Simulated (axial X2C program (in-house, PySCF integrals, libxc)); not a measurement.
## Worked dissociation energy of TeP⁺: PBE0, scalar-relativistic

Computed with an in-house relativistic program for diatomic molecules. Spin-free means the one-electron spin-free X2C Hamiltonian. Basis: Te dyall-cv3z [11s12p8d4f1g], P dyall-v3z [8s7p2d1f] (cores contracted in-house); Gaussian nuclei, density fitting, unrestricted open shells. Masses: Te 129.906 u, P 30.974 u.

Molecular state: M_S = 0, Λ = 0 (closed shell).

```
E(Te+) (2M_S = 3, M_L = 0) : -6793.120355 hartree
E(P) (2M_S = 3, M_L = 0)   : -341.969706 hartree
E(TeP⁺) at Re              : -7135.241130 hartree
ωe                         : 569.8 cm⁻¹
ωexe                       : 1.25 cm⁻¹
```

Work out De and D0.

De = -6793.120355 + (-341.969706) − (-7135.241130) = 0.15107 hartree = 4.111 eV. The zero-point energy is ωe/2 − ωexe/4 = 285 cm⁻¹ = 0.035 eV, so D0 = 4.076 eV.

One determinant describes the state; a PBE0 search over occupations chose it and may have missed a lower one. The closed shell is kept restricted, so the energy runs too high when the bond is stretched far. Dissociation energies refer to the lowest single-determinant-based atoms at the same level and basis.

Each atomic determinant is the lowest at this level and need not be a pure term. Totals compare only within one Hamiltonian and basis.
